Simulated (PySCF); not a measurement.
**`C#C[C@H]1C[Si@H](CF)N1`, C₅H₈FNSi**

Molfile (atoms numbered from 1):
```
C5H8FNSi
     RDKit          3D

 16 16  0  0  0  0  0  0  0  0999 V2000
   -3.3495   -0.7528    0.4101 C   0  0  0  0  0  0  0  0  0  0  0  0
   -2.3671   -0.0988    0.2071 C   0  0  0  0  0  0  0  0  0  0  0  0
   -1.1519    0.6381   -0.0611 C   0  0  1  0  0  0  0  0  0  0  0  0
   -0.2443    0.7650    1.1784 C   0  0  0  0  0  0  0  0  0  0  0  0
    0.9204   -0.5020    0.3504 Si  0  0  2  0  0  4  0  0  0  0  0  0
    2.7230   -0.0153   -0.0657 C   0  0  0  0  0  0  0  0  0  0  0  0
    3.3905   -1.1199   -0.5599 F   0  0  0  0  0  0  0  0  0  0  0  0
   -0.1986   -0.1041   -0.8937 N   0  0  0  0  0  0  0  0  0  0  0  0
   -4.2210   -1.3061    0.5981 H   0  0  0  0  0  0  0  0  0  0  0  0
   -1.4107    1.5985   -0.5246 H   0  0  0  0  0  0  0  0  0  0  0  0
    0.1284    1.7752    1.3139 H   0  0  0  0  0  0  0  0  0  0  0  0
   -0.7316    0.4494    2.0943 H   0  0  0  0  0  0  0  0  0  0  0  0
    0.9357   -1.8340    0.9658 H   0  0  0  0  0  0  0  0  0  0  0  0
    3.2837    0.3032    0.8153 H   0  0  0  0  0  0  0  0  0  0  0  0
    2.8022    0.7595   -0.8312 H   0  0  0  0  0  0  0  0  0  0  0  0
   -0.5169   -0.5469   -1.7411 H   0  0  0  0  0  0  0  0  0  0  0  0
  1  2  3  0
  2  3  1  0
  3  4  1  0
  4  5  1  0
  5  6  1  0
  6  7  1  0
  5  8  1  0
  8  3  1  0
  1  9  1  0
  3 10  1  6
  4 11  1  0
  4 12  1  0
  5 13  1  1
  6 14  1  0
  6 15  1  0
  8 16  1  0
M  END
```

Method: TDDFT LC-wPBE/aug-cc-pVDZ circular dichroism and optical rotation, one conformer, gas phase (PySCF 2.14.0). Geometry: GFN2-xTB.

The molecule is flexible and this is one conformer; a measurement averages over conformers.

Draw the ECD and absorption spectra from the lowest 8 states, each a Gaussian of half-width 0.3 eV at 1/e height.


```csv
E (eV),λ (nm),Δε (L mol⁻¹ cm⁻¹),ε (L mol⁻¹ cm⁻¹)
5.70,218,+1.20,66.2
5.80,214,+3.27,180
5.90,210,+7.11,393
6.00,207,+12.38,689
6.10,203,+17.26,973
6.20,200,+19.23,1110
6.30,197,+17.07,1050
6.40,194,+11.98,858
6.50,191,+6.56,673
6.60,188,+2.84,599
6.70,185,+1.43,646
6.80,182,+1.79,750
6.90,180,+3.06,844
7.00,177,+4.74,948
7.10,175,+7.01,1210
7.20,172,+10.20,1820
7.30,170,+13.60,2800
```
Δε uses R in velocity form, ε uses f in length form. Only the states computed contribute, so the short-wavelength end is incomplete.
